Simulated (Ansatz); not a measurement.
Geometry optimisation, Ansatz, RKS PBE/def2-SVP.

Input file:

```yaml
crystal:
  periodic: [false, false, false]
  atoms:
    - { symbol: B, position_ang: [0.019851, 0.426923, -0.0685] }
    - { symbol: F, position_ang: [-0.174537, 0.548017, 1.241466] }
    - { symbol: F, position_ang: [1.236699, 0.58984, -0.569028] }
    - { symbol: F, position_ang: [-1.027204, 0.321109, -0.875863] }
    - { symbol: "N", position_ang: [0.114902, -2.158791, 0.817063] }
    - { symbol: H, position_ang: [-0.615326, -2.8689, 0.680908] }
    - { symbol: H, position_ang: [0.960879, -2.647996, 1.135606] }
    - { symbol: H, position_ang: [-0.191663, -1.549701, 1.606348] }
basis:
  gaussian: { orbitals: def2-SVP }
hamiltonian:
  xc: pbe
relax:
  f_tol: 0.03
  max_steps: 50
output:
  orbitals: {}
```

Command:

```bash
$ ansatz run input.yaml --threads 2 --pin off --max-ram 3072MiB --backend cpu --events-out ev --progress --plain --runs-dir out
```

Task: Where does it end, and by what steps?

Result: The forces met the threshold. After 8 steps the energy has fallen by 0.773 eV; H6 moved furthest, 0.74 Å. Joined: B1–N5 (2.73 → 1.71 Å).

```
step  energy less start (eV)  largest force component (eV/Å)  accepted
   0                  0.0000                           0.713       yes
   1                 -0.0809                           0.998       yes
   2                 -0.3517                           0.995       yes
   3                 -0.6051                           1.107       yes
   4                 -0.6350                           2.583       yes
   5                 -0.7558                           0.417       yes
   6                 -0.7671                           0.046       yes
   7                 -0.7691                           0.046       yes
   8                 -0.7731                           0.017       yes
```

```xyz
8
Properties=species:S:1:pos:R:3
B 0.026 -0.117 0.167
F -0.061 0.691 1.280
F 1.219 -0.024 -0.517
F -1.096 -0.113 -0.634
N 0.054 -1.698 0.817
H -0.440 -2.348 0.190
H 1.026 -2.019 0.927
H -0.405 -1.711 1.737
```

Whether the end is a true minimum wasn't checked by a vibrational analysis.

Time of the run: 12 s on 2 threads of Arm Neoverse V1, with other jobs on the host, peak memory 0.12 GiB.
